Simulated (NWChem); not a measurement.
The numbers come from NWChem runs, not from measurements. System: 1,1,1,2-tetrafluoroethane (C2H2F4), charge 0, spin multiplicity 1, at a geometry optimised with PBE0/def2-SVP. Level: RHF/def2-TZVP.

Part of the output:

```
             Northwest Computational Chemistry Package (NWChem) 7.3.0
             --------------------------------------------------------

                                NWChem Input Module
                                -------------------

 Scaling coordinates for geometry "geometry" by  1.889725989
 (inverse scale =  0.529177249)

 Turning off AUTOSYM since
 SYMMETRY directive was detected!

                             Geometry "geometry" -> ""
                             -------------------------

 Output coordinates in angstroms (scale by  1.889725989 to convert to a.u.)

  No.       Tag          Charge          X              Y              Z
 ---- ---------------- ---------- -------------- -------------- --------------
    1 F                    9.0000     1.06106500    -1.62890400     0.00000000
    2 C                    6.0000    -0.21046000    -1.15483700     0.00000000
    3 C                    6.0000    -0.19719500     0.35861900     0.00000000
    4 F                    9.0000     0.41643300     0.84377400     1.07593100
    5 F                    9.0000     0.41643300     0.84377400    -1.07593100
    6 F                    9.0000    -1.45618700     0.80486000     0.00000000
    7 H                    1.0000    -0.74688200    -1.49710900     0.89939000
    8 H                    1.0000    -0.74688200    -1.49710900    -0.89939000

 Effective nuclear repulsion energy (a.u.)     273.4794651002

            Nuclear Dipole moment (a.u.)
            ----------------------------
        X                 Y               Z
 ---------------- ---------------- ----------------
     0.0000037795     0.0000188973     0.0000000000

      Symmetry information
      --------------------

 Group name             Cs
 Group number              2
 Group order               2
 No. of unique centers     6

      Symmetry unique atoms

     1    2    3    4    6    7


 Summary of "ao basis" -> "" (spherical)
 ------------------------------------------------------------------------------
       Tag                 Description            Shells   Functions and Types
 ---------------- ------------------------------  ------  ---------------------
 *                         def2-tzvp                  on all atoms

 Summary of "ao basis" -> "ao basis" (spherical)
 ------------------------------------------------------------------------------
       Tag                 Description            Shells   Functions and Types
 ---------------- ------------------------------  ------  ---------------------
 F                         def2-tzvp                11       31   5s3p2d1f
 C                         def2-tzvp                11       31   5s3p2d1f
 H                         def2-tzvp                 4        6   3s1p

                                 NWChem SCF Module
                                 -----------------

  ao basis        = "ao basis"
  functions       =   198
  atoms           =     8
  closed shells   =    25
  open shells     =     0
  charge          =   0.00
  wavefunction    = RHF
  use symmetry    = T
  symmetry adapt  = T

 Summary of "ao basis" -> "ao basis" (spherical)
 ------------------------------------------------------------------------------
       Tag                 Description            Shells   Functions and Types
 ---------------- ------------------------------  ------  ---------------------
 F                         def2-tzvp                11       31   5s3p2d1f
 C                         def2-tzvp                11       31   5s3p2d1f
 H                         def2-tzvp                 4        6   3s1p

      Symmetry analysis of basis
      --------------------------

        a'        121
        a"         77

 Forming initial guess at       0.2s

      Superposition of Atomic Density Guess
      -------------------------------------

 Sum of atomic energies:        -474.01458828

      Non-variational initial energy
      ------------------------------

 Total energy =    -476.036057
 1-e energy   =   -1203.494405
 2-e energy   =     453.978883
 HOMO         =      -0.396289
 LUMO         =       0.110023

      Symmetry analysis of molecular orbitals - initial
      -------------------------------------------------
[...]
      Two-electron energy =    456.068739804427
 Nuclear repulsion energy =    273.479465100161

        Time for solution =     58.7s

       Symmetry analysis of molecular orbitals - final
       -----------------------------------------------

  Numbering of irreducible representations:

     1 a'          2 a"

  Orbital symmetries:

     1 a'          2 a"          3 a'          4 a'          5 a'
     6 a'          7 a'          8 a'          9 a"         10 a'
    11 a'         12 a'         13 a'         14 a"         15 a'
    16 a"         17 a'         18 a'         19 a"         20 a'
    21 a"         22 a'         23 a"         24 a"         25 a'
    26 a'         27 a"         28 a'         29 a'         30 a'
    31 a"         32 a'         33 a'         34 a"         35 a'

             Final eigenvalues
             -----------------

              1
    1  -26.3504
    2  -26.3457
    3  -26.3457
    4  -26.3177
    5  -11.5136
    6  -11.3541
    7   -1.7452
    8   -1.6497
    9   -1.6460
   10   -1.6358
   11   -1.0741
   12   -0.9379
   13   -0.8414
   14   -0.8414
   15   -0.8195
   16   -0.7481
   17   -0.7387
   18   -0.7130
   19   -0.7126
   20   -0.6821
   21   -0.6739
   22   -0.6736
   23   -0.6597
   24   -0.5659
   25   -0.5549
   26    0.1467
   27    0.1945
   28    0.1988
   29    0.2455
   30    0.2811
   31    0.2851
   32    0.3296
   33    0.3940
   34    0.3957
   35    0.4139

                       ROHF Final Molecular Orbital Analysis
                       -------------------------------------

 Vector   23  Occ=2.000000D+00  E=-6.597185D-01  Symmetry=a"
              MO Center= -1.1D-01,  8.2D-01,  2.8D-14, r^2= 2.0D+00
   Bfn.  Coefficient  Atom+Function         Bfn.  Coefficient  Atom+Function
  ----- ------------  ---------------      ----- ------------  ---------------
   163      0.276019  6 F  pz                99      0.260976  4 F  px
   130     -0.260976  5 F  px               166      0.245075  6 F  pz
   102      0.231284  4 F  px               133     -0.231284  5 F  px
   101     -0.170137  4 F  pz               132     -0.170137  5 F  pz
   104     -0.151191  4 F  pz               135     -0.151191  5 F  pz

 Vector   24  Occ=2.000000D+00  E=-5.659172D-01  Symmetry=a"
              MO Center= -1.5D-02, -1.4D+00, -9.1D-14, r^2= 1.7D+00
   Bfn.  Coefficient  Atom+Function         Bfn.  Coefficient  Atom+Function
  ----- ------------  ---------------      ----- ------------  ---------------
     8      0.302962  1 F  pz                11      0.264394  1 F  pz
    39     -0.259765  2 C  pz                42     -0.223681  2 C  pz
   188     -0.204437  7 H  s                194      0.204437  8 H  s
    14      0.183222  1 F  pz

 Vector   25  Occ=2.000000D+00  E=-5.548709D-01  Symmetry=a'
              MO Center=  6.3D-03, -5.4D-01, -2.7D-14, r^2= 2.4D+00
   Bfn.  Coefficient  Atom+Function         Bfn.  Coefficient  Atom+Function
  ----- ------------  ---------------      ----- ------------  ---------------
     7      0.236139  1 F  py                38     -0.233083  2 C  py
    69      0.226236  3 C  py                41     -0.207765  2 C  py
    10      0.206232  1 F  py                72      0.178064  3 C  py
   100     -0.157035  4 F  py               131     -0.157035  5 F  py

 Vector   26  Occ=0.000000D+00  E= 1.467055D-01  Symmetry=a'
              MO Center= -8.9D-01, -1.6D+00,  1.8D-14, r^2= 5.3D+00
   Bfn.  Coefficient  Atom+Function         Bfn.  Coefficient  Atom+Function
  ----- ------------  ---------------      ----- ------------  ---------------
    36      5.320717  2 C  s                189     -2.472512  7 H  s
   195     -2.472512  8 H  s                 67     -2.338752  3 C  s
    43     -1.155965  2 C  px                75      0.539614  3 C  py
    44      0.450986  2 C  py                35     -0.418011  2 C  s
   160      0.337242  6 F  s                 98      0.303221  4 F  s

 Vector   27  Occ=0.000000D+00  E= 1.945200D-01  Symmetry=a"
              MO Center= -1.1D+00, -1.6D+00, -1.4D-15, r^2= 4.6D+00
   Bfn.  Coefficient  Atom+Function         Bfn.  Coefficient  Atom+Function
  ----- ------------  ---------------      ----- ------------  ---------------
   189      2.623497  7 H  s                195     -2.623497  8 H  s
    45     -1.806580  2 C  pz               188     -0.429107  7 H  s
   194      0.429107  8 H  s                 76      0.330887  3 C  pz
    39     -0.220764  2 C  pz                14      0.202231  1 F  pz
    54      0.167576  2 C  d  1

 Vector   28  Occ=0.000000D+00  E= 1.988339D-01  Symmetry=a'
              MO Center= -3.3D-01, -1.2D+00,  3.7D-16, r^2= 4.5D+00
   Bfn.  Coefficient  Atom+Function         Bfn.  Coefficient  Atom+Function
  ----- ------------  ---------------      ----- ------------  ---------------
     5      1.358981  1 F  s                 44      1.141258  2 C  py
    43     -0.874142  2 C  px               160     -0.719900  6 F  s
    36     -0.607053  2 C  s                 67     -0.516982  3 C  s
    75      0.459109  3 C  py               189      0.459745  7 H  s
   195      0.459745  8 H  s                 12     -0.455068  1 F  px

------------------------------------------------------------
EAF file 0: "./mol.aoints.0" size=524288 bytes
------------------------------------------------------------
               write      read    awrite     aread      wait
               -----      ----    ------     -----      ----
     calls:        1        19         0         0         0
   data(b): 5.24e+05  9.96e+06  0.00e+00  0.00e+00
   time(s): 0.00e+00  0.00e+00  0.00e+00  0.00e+00  0.00e+00
rate(mb/s): 0.00e+00  0.00e+00
------------------------------------------------------------

 center of mass
 --------------
 x =   0.03555184 y =   0.07100521 z =   0.00000000

 moments of inertia (a.u.)
 ------------------
         561.748231219591         133.922584447195           0.000000000000
         133.922584447195         414.127664187451           0.000000000000
           0.000000000000           0.000000000000         650.076233006358

  Mulliken analysis of the total density
  --------------------------------------

    Atom       Charge   Shell Charges
 -----------   ------   -------------------------------------------------------
    1 F    9     9.28   0.77  1.20  0.59  1.01  0.35  2.24  2.27  0.83  0.00  0.01  0.00
    2 C    6     5.89   0.85  1.12  0.49  0.65  0.04  1.20  1.22  0.16  0.04  0.11  0.01
    3 C    6     5.35   0.85  1.13  0.51  0.49 -0.00  1.08  0.86  0.04  0.08  0.27  0.04
    4 F    9     9.24   0.77  1.20  0.60  1.01  0.33  2.24  2.28  0.78  0.00  0.02  0.00
    5 F    9     9.24   0.77  1.20  0.60  1.01  0.33  2.24  2.28  0.78  0.00  0.02  0.00
    6 F    9     9.25   0.77  1.20  0.60  1.01  0.34  2.24  2.28  0.79  0.00  0.02  0.00
    7 H    1     0.88   0.27  0.49  0.10  0.02
    8 H    1     0.88   0.27  0.49  0.10  0.02

       Multipole analysis of the density wrt the origin
       ------------------------------------------------

     L   x y z        total         open         nuclear
     -   - - -        -----         ----         -------
     0   0 0 0      0.000000      0.000000     50.000000

     1   1 0 0     -0.648674      0.000000      0.000004
     1   0 1 0     -0.588184      0.000000      0.000019
     1   0 0 1     -0.000000      0.000000      0.000000

     2   2 0 0    -25.113956      0.000000    121.249392
     2   1 1 0      2.484751      0.000000    -58.953054
     2   1 0 1      0.000000      0.000000      0.000000
     2   0 2 0    -23.791778      0.000000    199.199467
     2   0 1 1      0.000000      0.000000      0.000000
     2   0 0 2    -23.563218      0.000000     80.188606

 Task  times  cpu:       65.3s     wall:       65.3s

 Total times  cpu:       65.3s     wall:       65.3s
```

Problem. Write an NWChem input that would produce this output.

Solution. One answer among several that fit: 
```
start mol
memory heap 200 mb stack 900 mb global 1100 mb
geometry units angstroms nocenter noautoz
  F      1.061065    -1.628904     0.000000
  C     -0.210460    -1.154837     0.000000
  C     -0.197195     0.358619     0.000000
  F      0.416433     0.843774     1.075931
  F      0.416433     0.843774    -1.075931
  F     -1.456187     0.804860     0.000000
  H     -0.746882    -1.497109     0.899390
  H     -0.746882    -1.497109    -0.899390
  symmetry group Cs
end
basis spherical
  * library def2-tzvp
end
scf
  rhf
  nopen 0
  maxiter 100
  thresh 1e-7
  semidirect memsize 60000000 filesize 0
end
task scf energy
```
